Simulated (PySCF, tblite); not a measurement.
Isomers of C4H11SSi2 (doublet state). Computed with GFN2-xTB (tblite): harmonic, unscaled wavenumbers at the GFN2-xTB geometry, gas phase. Against measured fundamentals such values can be off by several per cent, at times by over 20. Modes of hydrogen on silicon can be 10 to 20 % off. One conformer each. Open shells enter through the occupations alone, without spin polarisation, and single modes of such species can be off by tens of per cent.

Electronic energies: B3LYP/pcH-1 single points on the GFN2-xTB geometries (PySCF, gas phase).

```json
{"SMILES": "[SiH3][C@@H]1[CH]CSC[SiH2]1", "electronic energy, lowest = 0 (kcal/mol)": "4.8"}
{"SMILES": "[SiH3][C@H]1C[CH]SC[SiH2]1", "electronic energy, lowest = 0 (kcal/mol)": "4.7"}
{"SMILES": "[SiH3][C@H]1CCSC[SiH]1", "electronic energy, lowest = 0 (kcal/mol)": "0.8"}
{"SMILES": "[SiH2][C@H]1CCSC[SiH2]1", "electronic energy, lowest = 0 (kcal/mol)": "0.0"}
```

Task: How do GFN2-xTB zero-point energies change the relative energies?

Result: 
```csv
SMILES,ZPE (kcal/mol),of it from modes above 1550 cm⁻¹,electronic (kcal/mol),"with ZPE, lowest = 0 (kcal/mol)",lowest mode (cm⁻¹),rings
[SiH2][C@H]1CCSC[SiH2]1,83.2,42.6,0.0,0.0,73,1
[SiH3][C@H]1CCSC[SiH]1,83.3,42.4,0.8,1.0,82,1
[SiH3][C@H]1C[CH]SC[SiH2]1,80.2,41.6,4.7,1.7,40,1
[SiH3][C@@H]1[CH]CSC[SiH2]1,79.8,41.9,4.8,1.4,62,1
```

The zero-point energies span 3.5 kcal/mol, from `[SiH3][C@@H]1[CH]CSC[SiH2]1` to `[SiH3][C@H]1CCSC[SiH]1`. The lowest isomer stays, but the order above it changes.

Task: And how do the electronic energies of GFN2-xTB itself compare?

Result: `[SiH2][C@H]1CCSC[SiH2]1` 2.5; `[SiH3][C@H]1CCSC[SiH]1` 0.0; `[SiH3][C@H]1C[CH]SC[SiH2]1` 4.7; `[SiH3][C@@H]1[CH]CSC[SiH2]1` 3.6 kcal/mol, lowest = 0. Against the energies above, taken from the same isomer `[SiH2][C@H]1CCSC[SiH2]1`, the largest difference is 3.7 kcal/mol.

Task: What do entropy and thermal enthalpy add at 298.15 K and 1 bar (rigid rotor, harmonic oscillator, one conformer each)?

Result: 
```tsv
SMILES	point group	symmetry number	S (cal/(mol K))	H − H(0) (kcal/mol)	ZPE + H − H(0) − TS (kcal/mol)
[SiH2][C@H]1CCSC[SiH2]1	C1	1	97.8	6.82	60.9
[SiH3][C@H]1CCSC[SiH]1	C1	1	96.7	6.69	61.2
[SiH3][C@H]1C[CH]SC[SiH2]1	C1	1	100.4	7.09	57.3
[SiH3][C@@H]1[CH]CSC[SiH2]1	C1	1	99.8	7.14	57.2
```

S holds R ln(2S + 1) for the spin.
